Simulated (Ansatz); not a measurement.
A single O atom.

UHF-MP2 on triplet O was run in several spherical basis sets with Ansatz (development build ahead of 0.2.0). Frozen core: 1 orbital.

**Question.** Rank the basis sets by the total energy that they give, lowest first, with the distance from the lowest.
A. cc-pVTZ
B. 6-31G(d)
C. STO-3G
D. cc-pVDZ
E. 6-31G
F. def2-SVP
G. def2-TZVP
H. aug-cc-pVDZ

**Answer.** G (0.00 eV), A (0.07 eV), H (1.37 eV), D (1.72 eV), B (2.15 eV), E (3.46 eV), F (3.70 eV), C (31.38 eV).

Totals follow the description of the cores as much as that of the bonds, so this order isn't one of quality for chemistry.
